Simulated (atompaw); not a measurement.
Plane-wave convergence, PAW (atompaw) potential for H

```json
{
  "Element": "hydrogen (H)",
  "Generator": "atompaw 4.2.0.5",
  "Type": "PAW",
  "Functional": "PBEsol",
  "Relativity": "scalar-relativistic",
  "Frozen core": "none",
  "Valence charge": "1",
  "Reference configuration": "1s0.5 (charge +0.5)",
  "Partial waves": "1s (bound): rc 0.85 bohr; 1s channel at 1.85 Ry: rc 0.85 bohr; 2p channel at 0.05 Ry: rc 0.65 bohr; 2p channel at 0.35 Ry: rc 0.85 bohr",
  "Local potential": "bessel scheme, radius 0.70 bohr",
  "Core correction": "none",
  "Augmentation charge": "sinc compensation charge, radius 0.65 bohr; PAW radius 0.85 bohr; waves and projectors: custom polynom gramschmidtortho"
}
```

The pseudo-atom Hamiltonian at the reference potential is diagonalised in spherical Bessel functions j_l(qr) that vanish at 20 bohr, with q² up to the cutoff. All-electron valence levels (Ry): 1s -0.9131.

Problem. How do the lowest levels (Ry) of each channel move with the cutoff, and are there ghosts?

Solution.

```
cutoff (Ry)     s #1     p #1     d #1    d #2    f #1  Σ f·Δε (mRy)
          8  -0.8473  -0.1158  -0.0094  0.0843  0.0425          32.9
         10  -0.8651  -0.1159  -0.0094  0.0843  0.0425          24.0
         12  -0.8783  -0.1160  -0.0094  0.0843  0.0425          17.4
         15  -0.8881  -0.1161  -0.0094  0.0843  0.0425          12.5
         18  -0.8982  -0.1161  -0.0094  0.0843  0.0425           7.4
         21  -0.9027  -0.1162  -0.0094  0.0843  0.0425           5.2
         30  -0.9092  -0.1162  -0.0094  0.0843  0.0425           1.9
         35  -0.9111  -0.1163  -0.0094  0.0843  0.0425           1.0
         40  -0.9121  -0.1163  -0.0094  0.0843  0.0425           0.5
         45  -0.9125  -0.1163  -0.0094  0.0843  0.0425           0.3
         50  -0.9129  -0.1163  -0.0094  0.0843  0.0425           0.1
        400  -0.9131  -0.1163  -0.0094  0.0843  0.0425           0.0
```

Result: no extra level below or beside the all-electron valence levels (s, p, d, f tested); 10 mRy is reached at 18 Ry and 1 mRy at 40 Ry.
